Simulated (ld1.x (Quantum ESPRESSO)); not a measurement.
# An all-electron radial function and its pseudo partner (magnesium)

Columns: radius, all-electron u(r) and pseudo u(r) of the 3p shell (level -1.38 eV) of magnesium in the configuration [Ne] 3s2 3p0; LDA (PZ), scalar-relativistic, ultrasoft scheme, ld1.x (Quantum ESPRESSO) 7.5.

```csv
r (bohr),all-electron,pseudo
0.198,0.1122,-0.0057
0.395,0.1651,-0.0222
0.593,0.1345,-0.0488
0.790,0.0666,-0.0837
0.988,-0.0128,-0.1254
1.185,-0.0912,-0.1711
1.383,-0.1639,-0.2190
1.580,-0.2285,-0.2663
1.778,-0.2849,-0.3115
1.975,-0.3328,-0.3524
2.173,-0.3731,-0.3883
2.370,-0.4058,-0.4180
2.568,-0.4317,-0.4415
2.765,-0.4513,-0.4588
2.963,-0.4654,-0.4706
3.160,-0.4744,-0.4776
3.358,-0.4790,-0.4805
3.555,-0.4797,-0.4802
3.753,-0.4771,-0.4772
3.950,-0.4717,-0.4717
4.148,-0.4639,-0.4639
4.345,-0.4542,-0.4542
4.542,-0.4428,-0.4428
4.740,-0.4301,-0.4301
4.938,-0.4163,-0.4163
5.135,-0.4019,-0.4019
```

Q: How many radial nodes do the two functions have?

A: The all-electron 3p function has n − l − 1 = 1; the pseudo-wave has 0, since the states of the same l below it are removed with the core.

Q: At about which radius was the pseudo-wave matched?

A: 3.95 bohr, where the columns begin to agree (steps of 0.20 bohr).

Q: Is the pseudo-wave norm-conserving?

A: No, it belongs to an ultrasoft set: the norm inside the radius is not constrained, and the difference is carried by the augmentation charge.
